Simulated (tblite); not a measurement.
Compound: C₆H₁₃N₃Si.
SMILES with atom numbers: `[CH3:1][CH2:2][CH2:3][n:4]1[n:5][n:6][c:7]([CH3:8])[c:9]1[SiH3:10]` (hydrogens: H11, H12, H13 on C1; H14, H15 on C2; H16, H17 on C3; H18, H19, H20 on C8; H21, H22, H23 on Si10)

Computed with GFN2-xTB (tblite), gas phase: L-BFGS steps from a force-field or distance-geometry start until the largest atomic force falls under 0.01 eV/Å.

Step 26: E = -815.5149 eV
```
atom  x, y, z in Å  |  force x, y, z in eV/Å
C1      3.5639    0.0282   -0.3671   -0.015   0.016   0.000
C2      2.0923   -0.0740   -0.7511   -0.006   0.005  -0.007
C3      1.2863   -0.7810    0.3417    0.032   0.014   0.002
N4     -0.1132   -0.8711    0.0330    0.010  -0.008   0.014
N5     -0.5952   -1.9817   -0.5037   -0.016  -0.014   0.003
N6     -1.8633   -1.8604   -0.6456   -0.026  -0.022   0.002
C7     -2.2470   -0.6519   -0.1969    0.020  -0.002  -0.016
C8     -3.6673   -0.2177   -0.1994    0.024  -0.004  -0.004
C9     -1.1143    0.0260    0.2516    0.022   0.011   0.004
Si10   -0.9722    1.7533    0.9440    0.010   0.043   0.036
H11     4.0003   -0.9596   -0.2339   -0.040   0.008  -0.018
H12     4.1210    0.5478   -1.1427   -0.010  -0.018  -0.008
H13     3.6823    0.5800    0.5623   -0.018   0.016   0.022
H14     1.6794    0.9251   -0.9105    0.005   0.006   0.005
H15     1.9975   -0.6345   -1.6830   -0.043   0.011   0.005
H16     1.6460   -1.8072    0.4518   -0.005  -0.010   0.001
H17     1.4069   -0.2574    1.2933    0.000   0.016   0.012
H18    -4.3076   -1.0720    0.0062    0.003  -0.019  -0.007
H19    -3.8305    0.5495    0.5534    0.005   0.020  -0.006
H20    -3.9465    0.1818   -1.1741    0.033   0.015  -0.004
H21    -1.1772    2.7246   -0.1352    0.013  -0.042   0.007
H22     0.3525    1.9612    1.5393   -0.020  -0.032  -0.021
H23    -1.9989    1.9179    1.9766    0.023  -0.007  -0.021
```

Step 27: E = -815.5154 eV
```
atom  x, y, z in Å  |  force x, y, z in eV/Å
C1      3.5629    0.0283   -0.3684   -0.016   0.023   0.004
C2      2.0908   -0.0729   -0.7506   -0.016  -0.005   0.007
C3      1.2866   -0.7811    0.3430    0.011   0.002   0.010
N4     -0.1139   -0.8719    0.0359    0.010  -0.003   0.009
N5     -0.5960   -1.9825   -0.5017   -0.008   0.002   0.005
N6     -1.8638   -1.8602   -0.6461   -0.013  -0.005   0.016
C7     -2.2471   -0.6511   -0.1978    0.026   0.004  -0.007
C8     -3.6676   -0.2176   -0.2012    0.031  -0.009  -0.002
C9     -1.1148    0.0262    0.2534    0.027   0.008  -0.003
Si10   -0.9706    1.7551    0.9454    0.010  -0.005   0.019
H11     4.0002   -0.9589   -0.2344   -0.047   0.006  -0.018
H12     4.1194    0.5474   -1.1441   -0.004  -0.013  -0.025
H13     3.6824    0.5819    0.5595   -0.018   0.015   0.036
H14     1.6770    0.9268   -0.9073    0.014  -0.009  -0.001
H15     1.9944   -0.6337   -1.6822   -0.044   0.019   0.001
H16     1.6456   -1.8078    0.4525    0.000  -0.004  -0.005
H17     1.4081   -0.2589    1.2954   -0.002   0.017   0.004
H18    -4.3049   -1.0749    0.0033   -0.003   0.001  -0.009
H19    -3.8321    0.5493    0.5523    0.004   0.005  -0.019
H20    -3.9457    0.1818   -1.1765    0.028   0.012   0.006
H21    -1.1744    2.7241   -0.1353    0.011  -0.033   0.003
H22     0.3560    1.9585    1.5376   -0.022  -0.026  -0.016
H23    -1.9974    1.9193    1.9774    0.022  -0.002  -0.015
```

Step 28: E = -815.5158 eV
```
atom  x, y, z in Å  |  force x, y, z in eV/Å
C1      3.5618    0.0289   -0.3695   -0.015   0.025   0.007
C2      2.0893   -0.0719   -0.7499   -0.021  -0.008   0.017
C3      1.2870   -0.7813    0.3444   -0.011  -0.010   0.016
N4     -0.1143   -0.8728    0.0389    0.007   0.000   0.002
N5     -0.5969   -1.9832   -0.4998    0.004   0.010   0.009
N6     -1.8644   -1.8600   -0.6462    0.008   0.012   0.026
C7     -2.2466   -0.6503   -0.1987    0.020   0.011   0.006
C8     -3.6675   -0.2178   -0.2029    0.028  -0.008  -0.001
C9     -1.1148    0.0266    0.2549    0.027   0.002  -0.011
Si10   -0.9689    1.7566    0.9469    0.007  -0.051  -0.006
H11     3.9992   -0.9581   -0.2353   -0.049   0.003  -0.014
H12     4.1178    0.5467   -1.1460   -0.002  -0.007  -0.032
H13     3.6823    0.5839    0.5576   -0.018   0.010   0.035
H14     1.6750    0.9280   -0.9043    0.016  -0.014  -0.004
H15     1.9907   -0.6324   -1.6814   -0.041   0.023  -0.002
H16     1.6453   -1.8085    0.4530    0.006   0.002  -0.007
H17     1.4093   -0.2600    1.2975   -0.002   0.015  -0.003
H18    -4.3026   -1.0775    0.0003   -0.004   0.020  -0.012
H19    -3.8337    0.5491    0.5508    0.004  -0.008  -0.026
H20    -3.9446    0.1820   -1.1785    0.025   0.008   0.012
H21    -1.1716    2.7231   -0.1353    0.009  -0.021  -0.004
H22     0.3589    1.9556    1.5358   -0.011  -0.018  -0.005
H23    -1.9955    1.9205    1.9778    0.013   0.003  -0.002
```

Problem. Estimate the geometry and energy of step 29. (The exact step hangs on the optimiser's Hessian estimate; all steps are aligned on step 28, rigid shifts and turns removed.)

Solution. E = -815.5164 eV, largest force 0.093 eV/Å
```
atom  x, y, z in Å  |  force x, y, z in eV/Å
C1      3.5600    0.0302   -0.3706   -0.014   0.021   0.007
C2      2.0869   -0.0709   -0.7488   -0.021  -0.006   0.024
C3      1.2874   -0.7816    0.3465   -0.030  -0.019   0.019
N4     -0.1146   -0.8739    0.0425    0.007   0.001  -0.007
N5     -0.5978   -1.9840   -0.4973    0.021   0.013   0.014
N6     -1.8650   -1.8596   -0.6458    0.032   0.027   0.032
C7     -2.2457   -0.6490   -0.1997    0.013   0.014   0.022
C8     -3.6667   -0.2181   -0.2051    0.016  -0.002   0.000
C9     -1.1142    0.0270    0.2566    0.020  -0.008  -0.019
Si10   -0.9667    1.7576    0.9487    0.002  -0.087  -0.034
H11     3.9968   -0.9571   -0.2366   -0.046   0.001  -0.006
H12     4.1158    0.5457   -1.1488   -0.005   0.000  -0.031
H13     3.6816    0.5866    0.5559   -0.016   0.001   0.022
H14     1.6729    0.9294   -0.9007    0.009  -0.013  -0.007
H15     1.9853   -0.6304   -1.6804   -0.034   0.023  -0.004
H16     1.6451   -1.8093    0.4535    0.012   0.007  -0.007
H17     1.4107   -0.2609    1.3000   -0.004   0.009  -0.008
H18    -4.2997   -1.0803   -0.0035   -0.004   0.038  -0.014
H19    -3.8354    0.5487    0.5484    0.005  -0.019  -0.027
H20    -3.9425    0.1824   -1.1809    0.020   0.003   0.012
H21    -1.1680    2.7211   -0.1354    0.006  -0.008  -0.011
H22     0.3621    1.9515    1.5335    0.007  -0.008   0.010
H23    -1.9930    1.9220    1.9782    0.002   0.008   0.013
```

The energy changes by -0.0006 eV. The first-order estimate −F·Δx gives -0.0008 eV and the mean of the old and new forces, exact on a quadratic surface, -0.0006 eV. The step makes an angle of 70° with the force vector and moves no atom by more than 0.006 Å.
